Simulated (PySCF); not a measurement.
# Two-component Hartree-Fock for V (vanadium, neutral)

Start: [Ar] 3d2 4s2 4p1; 3d5/2 filled at m_j = +3/2, +5/2; 4p3/2 filled at m_j = +3/2. Calculated with PySCF 2.14 in x2c-TZVPall-2c with one added diffuse shell each of s, p, d type (7s8p5d1f, 63 functions): generalised Hartree-Fock with the X2C-1e Hamiltonian and a Gaussian nucleus; one run each with spin-orbit coupling (SO) switched off, then screened by Boettger's factors. This is a chosen level, not necessarily the ground level.

| spinor shell | electrons | ε, spin-free (eV) | ε, screened SO (eV) | weight of nominal j (screened SO) | rms radius, screened SO (bohr) |
| --- | --- | --- | --- | --- | --- |
| 1s1/2 | 2 | -5527.8 | -5527.7 | 1.000 | 0.0768 |
| 2s1/2 | 2 | -665.72 | -665.74 | 1.000 | 0.332 |
| 2p1/2 | 2 | -554.13 | -558.83 | 0.995 | 0.301 |
| 3s1/2 | 2 | -95.059 | -95.082 | 1.000 | 1.00 |
| 3p3/2 | 4 | -61.847 | -62.519 | 0.857 | 1.09 |
| 3p1/2 | 2 | -61.847 | -60.578 | 0.714 | 1.08 |
| 3d5/2 | 2 | -20.416 | -20.410 | 0.896 | 1.37 |
| 4s1/2 | 2 | -8.708 | -8.715 | 0.990 | 3.40 |
| 4p3/2 | 1 | -5.264 | -5.248 | 1.000 | 4.29 |

(1) Where does 2p3/2 lie, and what is the 2p spin-orbit splitting (screened SO)?

```
   quantity   spin-free  screened SO
E (hartree)  -947.93125   -947.93795
        M_J        11/2         11/2
       ⟨J²⟩      35.890       35.890
       ⟨L²⟩      20.102       20.103
       ⟨S²⟩       3.788        3.788
```

Each row is a mean over spinors that exchange with the open shell spreads, by up to 8.913 eV (3p3/2).

Rows whose weight is well below 1 are mixtures of j = l ± 1/2: exchange outweighs spin-orbit coupling there, and the label is only the starting occupation.

⟨J²⟩ departs a little from M_J(M_J + 1) because the unrestricted spinors polarise the closed shells.

Without spin-orbit coupling the j labels of p, d and f shells carry no meaning; the spin-free column gives the mean over the occupied spinors of each nl shell.

## Answers

(1) At -551.86 eV, 6.965 eV above 2p1/2.
